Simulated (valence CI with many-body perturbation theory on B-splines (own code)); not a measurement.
**Tl59+ in three bases**

Computed by relativistic CI+MBPT: four valence electrons over a frozen Dirac-Fock core [Ar], a basis of 7 s, 7 p, 8 d, 6 f, 4 g, 1 h functions for each j, with the one-electron correlation potential Σ1, the two-electron term Σ2, the three-electron term Σ3, Breit, model QED; selected CI, second order for the rest, scaled by the run's own slope (own B-spline code, finite nucleus).

The last digits are not significant, and no measured levels were compared; by estimate large intervals hold to a few tenths of a per cent, small ones and those within an open d or f shell to about a per cent. The list stops below the first excitations out of the core. Only levels of the ground parity were solved; by the run's estimate the other parity begins above the list, which can be wrong where configurations are misplaced.

The reference run has the lowest level (3d3/2^4) J=0 and an ionisation energy of 6240.99 eV. Its largest variational space holds 16822 state functions.

Levels are named by their leading jj configuration (3d3/2^4 stands for four electrons in 3d with j = 3/2), which in mixed levels can hold well under half, so a name can repeat and another be missing. Letters in brackets count levels of one name in rising energy.

Changed runs:
A. basis 6 s, 6 p, 5 d, 5 f, 1 g
B. basis 5 s, 5 p, 4 d, 4 f

Excitation energies of the reference run in cm⁻¹, and shifts in cm⁻¹:

| Level | Reference | A | B |
| --- | --- | --- | --- |
| (3d3/2^3 3d5/2) J=1 | 822643 | -247 | -417 |
| (3d3/2^3 3d5/2) J=4 | 926624 | +26 | +317 |
| (3d3/2^3 3d5/2) J=2 | 964094 | -40 | +398 |
| (3d3/2^3 3d5/2) J=3 | 992549 | -3.3 | +491 |
| (3d3/2^2 3d5/2^2) J=2 [a] | 1721940 | -283 | -259 |
| (3d3/2^2 3d5/2^2) J=0 | 1723320 | -296 | -549 |
| (3d3/2^2 3d5/2^2) J=4 [a] | 1746580 | -213 | -148 |
| (3d3/2^2 3d5/2^2) J=3 [a] | 1766740 | -258 | -124 |
| (3d3/2^2 3d5/2^2) J=5 | 1794160 | -87 | +267 |
| (3d3/2^2 3d5/2^2) J=6 | 1817670 | +27 | +566 |
| (3d3/2^2 3d5/2^2) J=1 | 1850340 | -108 | +386 |
| (3d3/2^2 3d5/2^2) J=3 [b] | 1870350 | -17 | +658 |
| Ionisation energy (eV) | 6240.99 | -0.08 | -0.13 |
